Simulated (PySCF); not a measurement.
# Si³⁺ (silicon, charge +3) across methods

[Ne] 3s1, 2S determinant. Calculation: PySCF 2.14, in dyall-acv3z (19s12p6d4f, 113 functions); the spin-free X2C one-electron Hamiltonian (Gaussian nucleus).

```csv
method,E (hartree),mean ε 2p α (eV),mean ε 2p β (eV),mean ε 3s α (eV),Σ⟨r²⟩ (bohr²),⟨S²⟩
LDA,-286.6852,-132.14,-131.84,-40.506,6.798,0.750
PBE0,-287.7395,-137.43,-137.10,-41.607,6.812,0.750
PBE,-287.7131,-132.08,-131.75,-40.395,6.810,0.750
UHF,-287.42445,-152.22,-151.82,-44.762,6.866,0.750
M06-L,-287.8537,-134.11,-133.88,-40.228,6.748,0.750
r2SCAN,-287.8378,-134.08,-133.79,-40.627,6.819,0.750
BLYP,-287.8824,-132.06,-131.79,-40.429,6.778,0.750
```

Q: Estimate the same row for TPSSh.

A: E (hartree) = -287.8728; mean ε 2p α (eV) = -134.67; mean ε 2p β (eV) = -134.35; mean ε 3s α (eV) = -40.832; Σ⟨r²⟩ (bohr²) = 6.816; ⟨S²⟩ = 0.750.
